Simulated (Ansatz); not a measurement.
System (SMILES): [SiH]F (F-SiH) (closed-shell singlet).
Atoms: Si1, H2, F3. Bonds: Si1-H2, Si1-F3.

Basis-set convergence of the optimised Si1-H2 bond length at MP2 with Ansatz (a quantum-chemistry and plane-wave program). The reference of a correlated method is not its basis-set limit, which lies further on. Cartesian d functions, on some or all atoms, in 6-311G**, 6-311+G**; all else is spherical. Cores are frozen. A restricted Hartree-Fock determinant is unstable towards unrestricted orbitals. No added dispersion term, no relativity. Reference: the value in aug-cc-pV(Q+d)Z, 1.5213 Å, itself unsure by roughly 0.0004 Å (its mean distance from def2-QZVPP, cc-pV(Q+d)Z). Deviations are taken from unrounded values.

```
basis            functions  optimised Si1-H2 bond length (Å)
---------------  ---------  --------------------------------
cc-pV(D+d)Z             42                            1.5291
aug-cc-pV(D+d)Z         64                            1.5307
6-311G**                51                            1.5215
6-311+G**               59                            1.5175
cc-pV(T+d)Z             83                            1.5230
aug-cc-pV(T+d)Z        124                            1.5231
def2-TZVPP              87                            1.5223
def2-TZVPPD            105                            1.5216
cc-pV(Q+d)Z            149                            1.5211
aug-cc-pV(Q+d)Z        215                            1.5213
```

What the diffuse functions change, pair by pair:
- cc-pV(D+d)Z to aug-cc-pV(D+d)Z: 22 more functions, deviation 0.0078 to 0.0094 Å
- 6-311G** to 6-311+G**: 8 more functions, deviation 0.0002 to -0.0038 Å
- cc-pV(T+d)Z to aug-cc-pV(T+d)Z: 41 more functions, deviation 0.0016 to 0.0018 Å
- def2-TZVPP to def2-TZVPPD: 18 more functions, deviation 0.0010 to 0.0002 Å
- cc-pV(Q+d)Z to aug-cc-pV(Q+d)Z: 66 more functions, deviation -0.0003 to 0.0000 Å

Leaving out the reference's own pair, they bring the value nearer the reference by more than 0.0004 Å in 1 of 4 pairs.
